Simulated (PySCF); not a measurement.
`C#C[C@@]12C[C@@H](O)[C@@H]1C2`, C7H8O

Cartesian coordinates in Å; atom numbers follow the order of the lines, from 1:
```xyz
16

C     2.788    1.080   -0.778
C     1.797    0.499   -0.433
C     0.605   -0.141   -0.016
C    -0.211    0.278    1.212
C    -1.516   -0.003    0.422
O    -2.354    1.097    0.227
C    -0.675   -0.426   -0.787
C     0.231   -1.547   -0.395
H     3.665    1.571   -1.077
H    -0.045   -0.321    2.106
H    -0.102    1.332    1.459
H    -2.158   -0.786    0.835
H    -1.839    1.812   -0.166
H    -0.928   -0.203   -1.811
H     0.808   -1.997   -1.189
H    -0.074   -2.238    0.379
```

Theory: PySCF, TDDFT LC-wPBE/def2-SVPD circular dichroism and optical rotation, one conformer, gas phase. Geometry: GFN2-xTB.

The molecule is flexible and this is one conformer; a measurement averages over conformers.

(1) Assign R or S to each stereocentre.

(2) List the lowest 12 singlet excitations with oscillator and rotatory strengths.

## Answers

(1) C3 S, C5 R, C7 R.

(2) Rotatory strengths R in 10⁻⁴⁰ esu² cm², velocity form and length form (origin at the centre of mass); f in length form.
| state | E (eV) | λ (nm) | f | R (velocity) | R (length) | main |
| --- | --- | --- | --- | --- | --- | --- |
| 1 | 6.24 | 199 | 0.003 | -5.2 | -5.3 | HOMO→LUMO+6 0.26, HOMO→LUMO+2 0.25 |
| 2 | 6.70 | 185 | 0.023 | -9.0 | -9.0 | HOMO→LUMO+4 0.31, HOMO−1→LUMO+2 0.12 |
| 3 | 6.86 | 181 | 0.010 | +1.1 | +1.2 | HOMO−1→LUMO+4 0.27, HOMO−2→LUMO+4 0.14 |
| 4 | 7.59 | 163 | 0.032 | -67.5 | -64.4 | HOMO→LUMO 0.54, HOMO−2→LUMO 0.08 |
| 5 | 7.70 | 161 | 0.020 | +38.8 | +38.1 | HOMO−2→LUMO 0.21, HOMO→LUMO 0.20 |
| 6 | 8.27 | 150 | 0.071 | +5.1 | +4.4 | HOMO−1→LUMO 0.49, HOMO−2→LUMO 0.18 |
| 7 | 8.42 | 147 | 0.018 | +10.1 | +9.1 | HOMO→LUMO+1 0.44, HOMO→LUMO+3 0.12 |
| 8 | 8.51 | 146 | 0.238 | -50.9 | -49.3 | HOMO→LUMO+3 0.19, HOMO→LUMO+2 0.15 |
| 9 | 8.57 | 145 | 0.128 | -47.0 | -47.4 | HOMO→LUMO+3 0.21, HOMO→LUMO+1 0.21 |
| 10 | 8.77 | 141 | 0.043 | +20.5 | +15.4 | HOMO→LUMO+5 0.23, HOMO−2→LUMO+3 0.14 |
| 11 | 8.87 | 140 | 0.022 | +7.5 | +7.4 | HOMO→LUMO+6 0.20, HOMO−2→LUMO+2 0.16 |
| 12 | 8.98 | 138 | 0.063 | -11.4 | -11.9 | HOMO−1→LUMO+3 0.11, HOMO−2→LUMO+1 0.09 |

Among the states computed, the strongest CD band (largest |R|) is state 4. The largest dissymmetry factor in size, g = 4R/(D+G), with D and G the electric and magnetic dipole strengths, is -0.019 for state 4 (velocity form, f = 0.040), among bands with |R| over 0.5. The mirror image has the same energies and oscillator strengths and all R with the opposite sign.
